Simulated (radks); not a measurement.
Results of a calculation; reference values are marked as such.
Numerical settings for neutral promethium, [Xe] 4f5 6s2. Code: a radial shooting solver on a logarithmic mesh with Libxc functionals. Model: scalar-relativistic Kohn-Sham, PBE, spin-polarised, spherical densities, point nucleus; open shells are filled with parallel spins first (spin-orbit coupling, left out, can overturn this in heavy ions). The defaults (mesh step 0.008 in ln r, mesh end at 40 bohr or more with all orbitals vanishing there, Anderson mixing 0.5 over 9 steps, residual threshold near 1e-9 with the energy settled to 1e-9 hartree or 1e-11 of itself, here a cap of 83 iterations) give E = -10020.7146 hartree and 4f at -3.157 eV in 15 iterations. Run on one thread of a shared host, so times are rough (Arm Neoverse V2): 0.27 s of CPU time, 0.27 s wall, 15 iterations on 2728 mesh points. Changes against that run (0 stands for a change within the tolerance of the run):

| setting | iterations | converged | E (mhartree) | e(4f) (meV) | CPU (s) |
|---|---|---|---|---|---|
| mesh step in ln r 0.012 | 15 | yes | 0 | 0 | 0.19 |
| mesh step in ln r 0.02 | 15 | yes | +0.000395 | 0 | 0.12 |
| mesh step in ln r 0.005 | 15 | yes | 0 | 0 | 0.42 |
| mesh end (bohr) 5 | 14 | level above zero | +363 | +4.59e+03 | 0.21 |
| mesh end (bohr) 1 | 14 | level above zero | +3.83e+05 | +4.18e+05 | 0.22 |
| residual threshold 1e-13 | 22 | yes | 0 | 0 | 0.32 |
| residual threshold 1e-16 | 83 | no | 0 | 0 | 0.64 |
| mixing 1.5 | 19 | yes | 0 | 0 | 0.35 |
| linear mixing, mixing 0.2 | 83 | no | 0 | 0 | 1.1 |
| linear mixing, mixing 0.5 | 30 | yes | 0 | 0 | 0.46 |
| mixing history 3 | 18 | yes | 0 | 0 | 0.3 |
| iteration cap 3 | 3 | no | +41.2 | +1.79e+03 | 0.08 |

Settled on a wrong energy, with an occupied level pushed above zero by the early mesh end: mesh end (bohr) 5 (+0.363 hartree); mesh end (bohr) 1 (+383 hartree). Apart from these: no run marked as converged misses the energy by more than 1 mhartree. A mesh that ends early acts as a hard wall.
